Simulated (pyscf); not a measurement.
## `[CH2][Hf]([Cl])([Cl])[Cl]`, doublet

Gas-phase minimum from PySCF at ωB97X-D3(BJ)/def2-SVP, one conformer. Other isomers of [H₂C–Hf(Cl)(Cl)–Cl]• were not searched in full and may lie lower. 

SMILES: [CH2][Hf]([Cl])([Cl])[Cl]
```xyz
7

C     -0.6640     0.4420    -1.8461
Hf    -0.9692    -1.4045    -0.7857
Cl    -1.8447    -0.8079     1.2957
Cl     1.1260    -2.4314    -0.6942
Cl    -2.4917    -2.6241    -2.0728
H     -1.2718     1.3499    -1.7063
H      0.0982     0.5849    -2.6286
```
Charge 0, spin multiplicity 2.

Bonded distances (Å): C1–Hf2 2.151, C1–H6 1.101, C1–H7 1.102, Hf2–Cl3 2.336, Hf2–Cl4 2.335, Hf2–Cl5 2.337. Bond angles (°): Hf2–C1–H6 124.5, Hf2–C1–H7 124.0, H6–C1–H7 111.4, C1–Hf2–Cl3 105.9, C1–Hf2–Cl4 105.6, C1–Hf2–Cl5 105.6, Cl3–Hf2–Cl4 114.4, Cl3–Hf2–Cl5 112.3, Cl4–Hf2–Cl5 112.1.

Properties at ωB97X-D3(BJ)/def2-SVP:

- Harmonic wavenumbers, unscaled = 39, 90, 92, 96, 129, 131, 385, 394, 401, 479, 592, 629, 1349, 3117, 3211 cm⁻¹
- Zero-point energy = 15.9 kcal/mol
- Rotational symmetry number = 1
- Entropy of this conformer at 298 K and 1 atm, rigid rotor and harmonic oscillator, modes under 100 cm⁻¹ raised to 100 = 411.2 J/(mol K)
- Dipole moment = 1.65 D
- Spin expectation value S2 = 0.753

Single-point totals, which compare only within one level:

```csv
level,total energy (hartree)
ωB97X-D3(BJ)/def2-TZVP,-1468.26188
PBE/def2-TZVP,-1467.57814
r²SCAN/def2-TZVP,-1468.09519
B3LYP-D3(BJ)/def2-TZVP,-1468.25743
PBE0-D3(BJ)/def2-TZVP,-1467.67035
M06-2X/def2-TZVP,-1468.02240
ωB97M-D3(BJ)/def2-TZVP,-1468.30181
```

The lowest mode is so soft that the shape along it may change with the basis. Soft torsions are taken as harmonic, which can shift the entropy by several J/(mol K). Open-shell species with a d-block atom are single-reference here; other states, and whether the spin sits on metal or ligand, were not checked. Elements past Kr carry the def2 core potentials, without spin-orbit coupling.
